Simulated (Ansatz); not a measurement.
Relaxation of CH$_{7}$NO$_{2}$Si$_{2}$ (13 atoms, charge 0, multiplicity 1), to a largest force component of 0.02 eV/Å in at most 50 steps.

Theory: Ansatz 0.2.0, RKS PBE-D4/def2-SVP.

```xyz
13
Properties=species:S:1:pos:R:3
O -1.702 -0.034 0.632
C -0.374 0.263 0.368
O 0.492 -0.842 0.474
Si 0.459 -2.084 -0.606
N 0.075 1.412 1.074
Si 0.149 1.838 -0.552
H -1.961 0.481 1.445
H 1.376 -1.071 0.858
H 1.598 -2.935 -0.478
H -0.816 -2.915 -0.302
H 1.005 1.240 1.452
H 1.609 2.090 -0.775
H -0.865 2.962 -0.735
```

Problem. Where does it end, and by what steps?

Solution. The forces met the threshold. After 23 steps the energy has fallen by 3.425 eV; H11 moved furthest, 1.05 Å.

```tsv
step	energy less start (eV)	largest force component (eV/Å)	accepted
0	0.0000	7.296	yes
1	-1.6934	4.726	yes
2	-2.6221	1.352	yes
3	-2.8904	0.990	yes
4	-3.0413	0.427	yes
5	-3.1165	0.590	yes
6	-3.1595	1.204	yes
7	-3.2054	0.715	yes
8	-3.2616	0.446	yes
9	-3.2040	0.566	no
10	-3.2988	0.314	yes
11	-3.3150	0.439	yes
12	-3.3239	1.330	yes
13	-3.3582	0.730	yes
14	-3.3922	0.282	yes
15	-3.3974	0.398	yes
16	-3.4183	0.237	yes
17	-3.3998	0.312	no
18	-3.4238	0.123	yes
19	-3.4228	0.224	no
20	-3.4245	0.029	yes
21	-3.4246	0.030	yes
22	-3.4248	0.021	yes
23	-3.4249	0.019	yes
```

```xyz
13
Properties=species:S:1:pos:R:3
O -1.684 0.412 0.965
C -0.360 0.420 0.604
O 0.139 -0.958 0.667
Si 0.315 -1.938 -1.151
N 0.573 1.350 1.155
Si 0.349 1.683 -0.588
H -1.792 -0.255 1.674
H 1.043 -0.898 1.044
H 1.608 -2.557 -0.552
H -0.566 -3.086 -0.612
H 0.376 1.844 2.034
H 1.598 1.581 -1.402
H -0.556 2.808 -0.983
```

Run time: 62 s on 2 threads of AMD EPYC 7R43 64-Core Processor (Zen 3), on a shared host, peak memory 0.19 GiB.
